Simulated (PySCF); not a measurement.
## Bond curve of CdSi⁺

Set-up: basis Cd def2-SVP with ECP28, Si def2-SVP; scalar-relativistic core potentials; PySCF 2.14. Energies in eV from Cd + Si⁺ in their ground configurations at the same level. All curves are PBE0. state 1: ²Π (doublet), unpaired electrons π ↑; state 2: ²Σ⁺ (doublet), unpaired electrons σ ↑, a second solution, started from another occupation; state 3: ⁴Σ⁻ (quartet), unpaired electrons σ ↑, π ↑↑, a second solution, started from another occupation.

```json
{"R (Å)": "2.313", "state 1": "-1.423", "state 2": "0.3599", "state 3": "-0.0536"}
{"R (Å)": "2.421", "state 1": "-1.667", "state 2": "-0.0335", "state 3": "-0.1519"}
{"R (Å)": "2.529", "state 1": "-1.798", "state 2": "-0.3023", "state 3": "-0.1604"}
{"R (Å)": "2.609", "state 1": "-1.843", "state 2": "-0.4435", "state 3": "-0.1298"}
{"R (Å)": "2.690", "state 1": "-1.855", "state 2": "-0.5455", "state 3": "-0.0802"}
{"R (Å)": "2.771", "state 1": "-1.842", "state 2": "-0.6167", "state 3": "-0.0198"}
{"R (Å)": "2.878", "state 1": "-1.796", "state 2": "-0.6753", "state 3": "0.0674"}
{"R (Å)": "3.013", "state 1": "-1.711", "state 2": "-0.7067", "state 3": "0.1749"}
{"R (Å)": "3.174", "state 1": "-1.586", "state 2": "-0.7048", "state 3": "0.2899"}
{"R (Å)": "3.389", "state 1": "-1.410", "state 2": "-0.6648", "state 3": "0.4109"}
```

Put a parabola through the three lowest points of the state 1 curve and estimate Re, k and ωe (reduced mass 22.46 u; 1 eV/Å² = 0.16022 mdyn/Å; ωe = 1302.8·√(k/μ) cm⁻¹).

Through R = 2.609, 2.69, 2.771 Å the second-order coefficient is 1.91 eV/Å², so Re ≈ 2.688 Å, k ≈ 0.610 mdyn/Å and ωe ≈ 215 cm⁻¹. A polynomial fit of higher order to the unrounded PBE0 energies gives Re = 2.684 Å, k = 0.625 mdyn/Å, ωe = 217 cm⁻¹; anharmonicity and rounding make the difference.

The higher-order fit for each curve: state 1: Re = 2.684 Å, ωe = 217 cm⁻¹, De = 1.86 eV; state 2: Re = 3.081 Å, ωe = 127 cm⁻¹, minimum 0.71 eV below the ground-state fragments; state 3: Re = 2.486 Å, ωe = 262 cm⁻¹, minimum 0.165 eV below the ground-state fragments.

Spin–orbit coupling is left out. For an ion De counts to the pair picked by the measured ionisation energies or electron affinities, which need not be the lowest pair at this level. The state is the lowest determinant that a PBE0 search found; another state may lie lower at other levels.
